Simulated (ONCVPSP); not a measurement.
# Cr (Z = 24), ONCV: configuration errors across variants

Cr, optimised norm-conserving Vanderbilt (ONCV), made with ONCVPSP 4.0.1 (PW91, scalar-relativistic). Core [Ne], reference 3s2 3p6 3d5 4s1. Waves: 3s+4s: rc 1.20 bohr, ncon 4, nbas 8, qcut 11 1/bohr, 2 projectors; 3p: rc 1.25 bohr, ncon 4, nbas 7, qcut 8.6 1/bohr, 1 projector; 3d: rc 1.75 bohr, ncon 4, nbas 9, qcut 7.8 1/bohr, 3 projectors, debl 1.3 Ha. Local part: polynomial inside 0.75 bohr (lpopt 5, dvloc0 0 Ha). Core correction: polynomial model core, fcfact 0.25.

All-electron excitation energies from the reference (eV): (1) 3s2 3p6 3d5 4s0 6.936; (2) 3s2 3p6 3d4 4s0 23.062; (3) 3s2 3p6 3d5 4s0.5 2.728.

Errors AE − PS in meV (a dash: test not solved or not reliable):

| change | (1) | (2) | (3) | bound ghosts | GHOST(+) flags above zero |
| --- | --- | --- | --- | --- | --- |
| base | +5.6 | +7.6 | +1.4 | none | s |
| all radii but the core radius scaled by about 0.78 (s 0.94, p 0.98, d 1.36 bohr); local potential polynomial inside 0.58 bohr (lpopt 5, dvloc0 0 Ha) | +2.3 | +1.8 | +0.6 | none | s, d |
| all radii but the core radius scaled by about 0.95 (s 1.14, p 1.20, d 1.66 bohr); local potential polynomial inside 0.72 bohr (lpopt 5, dvloc0 0 Ha) | +4.8 | +5.8 | +1.2 | none | s |
| all radii but the core radius scaled by about 1.08 (s 1.30, p 1.34, d 1.88 bohr); local potential polynomial inside 0.80 bohr (lpopt 5, dvloc0 0 Ha) | +6.9 | +11 | +1.7 | none | s |
| all radii but the core radius scaled by about 1.15 (s 1.38, p 1.44, d 2.02 bohr); local potential polynomial inside 0.86 bohr (lpopt 5, dvloc0 0 Ha) | +8.2 | +15 | +2.1 | none | d |
| all radii but the core radius scaled by about 1.25 (s 1.50, p 1.56, d 2.18 bohr); local potential polynomial inside 0.94 bohr (lpopt 5, dvloc0 0 Ha) | +9.6 | +20 | +2.4 | none | d |
| all radii but the core radius scaled by about 1.32 (s 1.58, p 1.66, d 2.32 bohr); local potential polynomial inside 1.00 bohr (lpopt 5, dvloc0 0 Ha) | +11 | +26 | +2.7 | none | none |

(1) Give the same row for: all radii but the core radius scaled by about 0.86 (s 1.04, p 1.08, d 1.50 bohr); local potential polynomial inside 0.64 bohr (lpopt 5, dvloc0 0 Ha).

Answers

(1) +3.3, +3.2, +0.9; bound ghosts: none; GHOST(+) flags above zero: s, d.
